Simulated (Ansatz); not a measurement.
## Worked example: a bond strength in CH3ClFIn (SMILES [CH3][In]([F])[Cl])

CH3ClFIn: 7 atoms, total charge 0, spin state singlet. SMILES: `[CH3][In]([F])[Cl]`. Geometry: optimised at B3LYP/def2-SVP.

```xyz
7

C    -0.3978    0.9681    0.4346
In    0.4067   -0.8541   -0.3892
F     2.3431   -1.1352   -0.6051
Cl   -0.7545   -2.7633   -1.1494
H    -1.1252    1.3836   -0.2758
H    -0.8993    0.7285    1.3821
H     0.4269    1.6726    0.6026
```

Wanted: the dissociation energy of the H7–C1 bond into doublet H and doublet CH2ClFIn (shapes relaxed at B3LYP/def2-SVP, no zero-point term). 1 Eh = 2625.50 kJ/mol = 27.2114 eV. Totals in Eh; open shells run unrestricted unless said.

```tsv
level	program	CH3ClFIn	doublet H	doublet CH2ClFIn
B3LYP/def2-SVP (core potential)	Ansatz	-789.988064	-0.501259	-789.314011
wB97M-V/def2-SVP (core potential)	Ansatz	-789.780905	-0.491712	-789.112162
B2PLYP/def2-SVP (core potential), 11 core orbitals frozen	Ansatz	-789.363919	-0.497926	-788.694538
```

Problem. Work out the dissociation energy at each level.

Solution. 
1. B3LYP/def2-SVP (core potential): (-0.501259) + (-789.314011) − (-789.988064) = 0.172794 Eh = 453.7 kJ/mol = 4.70 eV.
2. wB97M-V/def2-SVP (core potential): (-0.491712) + (-789.112162) − (-789.780905) = 0.177031 Eh = 464.8 kJ/mol = 4.82 eV.
3. B2PLYP/def2-SVP (core potential): (-0.497926) + (-788.694538) − (-789.363919) = 0.171455 Eh = 450.2 kJ/mol = 4.67 eV.

The levels span 450 to 465 kJ/mol; no measured value is set beside them. A bond enthalpy at 298 K also holds the loss of zero-point energy and thermal terms.
